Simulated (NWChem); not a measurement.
System: C$_{3}$H$_{3}$BF$_{2}$; SMILES FB(F)CC#C

Input file for NWChem:

```
start job
memory heap 200 mb stack 900 mb global 1100 mb
geometry units angstroms noautosym nocenter noautoz
  C      0.306598     2.690274     0.000000
  C     -0.258033     1.619742     0.000000
  C     -0.924388     0.329800     0.000000
  B      0.015192    -0.930936     0.000000
  F     -0.521552    -2.137293     0.000000
  F      1.326873    -0.858652     0.000000
  H      0.807610     3.640565     0.000000
  H     -1.595262     0.234704     0.874053
  H     -1.595262     0.234704    -0.874053
end
basis spherical
  C library def2-svp
  B library def2-svp
  F library def2-svp
  H library def2-svp
end
dft
  xc b3lyp
  iterations 150
  mulliken
end
task dft energy
esp
  recalculate
  probe 0.07
  range 0.3
  factor 1.0
  spacing 0.02
end
task esp
```

Output (shortened):

```
             Northwest Computational Chemistry Package (NWChem) 7.3.0
             --------------------------------------------------------

                             Geometry "geometry" -> ""
                             -------------------------

 Output coordinates in angstroms (scale by  1.889725989 to convert to a.u.)

  No.       Tag          Charge          X              Y              Z
 ---- ---------------- ---------- -------------- -------------- --------------
    1 C                    6.0000     0.30659800     2.69027400     0.00000000
    2 C                    6.0000    -0.25803300     1.61974200     0.00000000
    3 C                    6.0000    -0.92438800     0.32980000     0.00000000
    4 B                    5.0000     0.01519200    -0.93093600     0.00000000
    5 F                    9.0000    -0.52155200    -2.13729300     0.00000000
    6 F                    9.0000     1.32687300    -0.85865200     0.00000000
    7 H                    1.0000     0.80761000     3.64056500     0.00000000
    8 H                    1.0000    -1.59526200     0.23470400     0.87405300
    9 H                    1.0000    -1.59526200     0.23470400    -0.87405300

 Effective nuclear repulsion energy (a.u.)     193.1640793334

                                 NWChem DFT Module
                                 -----------------

 Summary of "ao basis" -> "ao basis" (spherical)
 ------------------------------------------------------------------------------
       Tag                 Description            Shells   Functions and Types
 ---------------- ------------------------------  ------  ---------------------
 C                          def2-svp                 6       14   3s2p1d
 B                          def2-svp                 6       14   3s2p1d
 F                          def2-svp                 6       14   3s2p1d
 H                          def2-svp                 3        5   2s1p

            General Information
            -------------------
          SCF calculation type: DFT
          Wavefunction type:  closed shell.
          No. of atoms     :     9
          No. of electrons :    44
           Alpha electrons :    22
            Beta electrons :    22
          Charge           :     0
          Spin multiplicity:     1
          Use of symmetry is: off; symmetry adaption is: off
          Maximum number of iterations: 150
          AO basis - number of functions:    99
                     number of shells:    45
          Convergence on energy requested:  1.00D-06
          Convergence on density requested:  1.00D-05
          Convergence on gradient requested:  5.00D-04

              XC Information
              --------------
                         B3LYP Method XC Potential
                     Hartree-Fock (Exact) Exchange  0.200
                        Slater Exchange Functional  0.800 local
                    Becke 1988 Exchange Functional  0.720 non-local
              Lee-Yang-Parr Correlation Functional  0.810
                  VWN I RPA Correlation Functional  0.190 local

             Grid Information
             ----------------
          Grid used for XC integration:  medium
          Radial quadrature: Mura-Knowles
          Angular quadrature: Lebedev.
          Tag              B.-S. Rad. Rad. Pts. Rad. Cut. Ang. Pts.
          ---              ---------- --------- --------- ---------
          C                   0.70       49          11.0       434
          B                   0.85       49          12.0       434
          F                   0.50       49          14.0       434
          H                   0.35       45          12.0       434
          Grid pruning is: on
          Number of quadrature shells:   429
          Spatial weights used:  Erf1

      Superposition of Atomic Density Guess
      -------------------------------------

 Sum of atomic energies:        -337.46128602

      Non-variational initial energy
      ------------------------------

[...]

                     NWChem Electrostatic Potential Fit Module
                     -----------------------------------------

 Atom parameters

 Number of atoms is                                    9
 Number of basis functions is                         99

 Grid parameters

 Maximum number of grid points is                  39058
 Number of grid points is                          39057
 Grid range                                     0.300000 nm
 Grid spacing                                   0.020000 nm
 Probe radius                                   0.070000 nm
 Atom radius factor                             1.000000

 Atomic radii

    1    0.100000
    5    0.158000
    6    0.147000
    9    0.128000
 FASTESP  F
  using M.O. file = ./job.movecs

    Atom              Coordinates                           Charge

                                                  ESP

    1 C     0.030660    0.269027    0.000000   -0.447613
    2 C    -0.025803    0.161974    0.000000    0.046340
    3 C    -0.092439    0.032980    0.000000   -0.160626
    4 B     0.001519   -0.093094    0.000000    0.724863
    5 F    -0.052155   -0.213729    0.000000   -0.313987
    6 F     0.132687   -0.085865    0.000000   -0.290661
    7 H     0.080761    0.364057    0.000000    0.283693
    8 H    -0.159526    0.023470    0.087405    0.078395
    9 H    -0.159526    0.023470   -0.087405    0.079596
                                            ------------
                                               -0.000000

 Dipole moment                                  0.510097

 Quadrupole moment Qxx                          0.197856
                   Qyy                         -3.295793
                   Qzz                          3.097937

 RMS deviation kJ/mol                           0.053130

 RRMS %                                        26.184021
```

Level: B3LYP/def2-SVP. Coordinates come from a PBE0/def2-SVP optimisation.
